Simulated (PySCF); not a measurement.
**Two probes of the same atoms: core binding energy and nuclear shielding**

AlMe2(StBu), C6H15AlS.
Structure used (PBE0-D3(BJ)/def2-SVP), in Å, numbered top down from 1:
```
atom  x, y, z in Å
Al1    0.6083    1.0793    1.2935
C2     2.5649    1.0885    1.2711
H3     2.9370    1.4879    0.3106
H4     2.9970    0.0855    1.4065
H5     2.9723    1.7498    2.0552
C6    -0.3657    2.7757    1.2739
H7    -1.4581    2.6439    1.2916
H8    -0.1080    3.3657    0.3765
H9    -0.0848    3.4003    2.1401
S10   -0.4952   -0.8546    1.3711
C11   -0.6783   -1.1750   -0.4635
C12    0.6947   -1.3339   -1.1092
C13   -1.4612   -2.4801   -0.5700
C14   -1.4581   -0.0419   -1.1230
H15    0.5875   -1.6075   -2.1727
H16    1.2798   -0.3995   -1.0681
H17    1.2799   -2.1145   -0.6032
H18   -1.6144   -2.7419   -1.6302
H19   -0.9184   -3.3044   -0.0848
H20   -2.4460   -2.3882   -0.0891
H21   -0.9138    0.9170   -1.0764
H22   -2.4305    0.1049   -0.6327
H23   -1.6317   -0.2672   -2.1891
```

Binding energies: delta-SCF UKS SCAN, pcX-2 on the ionised atom, pcseg-1 elsewhere, spin-free X2C (PySCF 2.14.0). Shieldings: GIAO B3LYP/pcSseg-1 (pcSseg-2 on Al), non-relativistic, same geometry.

```csv
atom,isotropic shielding (ppm)
C2,180.5
C11,127.8
C12,136.1
```

Task: What are the C 1s binding energies of these atoms?

Result: 
```csv
atom,environment,C 1s (eV),isotropic shielding (ppm)
C2,carbon bonded to Al and 3 H,289.49,180.5
C12,carbon bonded to C and 3 H,290.59,136.1
C11,carbon bonded to 3 C and S,291.23,127.8
```

Task: Among the listed atoms, is the one with the highest binding energy also the least shielded?

Result: Yes: C11 has both (291.23 eV, 127.8 ppm).

By binding energy: C2 < C12 < C11. By shielding: C11 < C12 < C2.

Of atoms equivalent by bonding only the ionised one is listed; its partners' own values can differ in this conformer. Geometry: PBE0-D3(BJ)/def2-SVP, one conformer, isolated molecule.
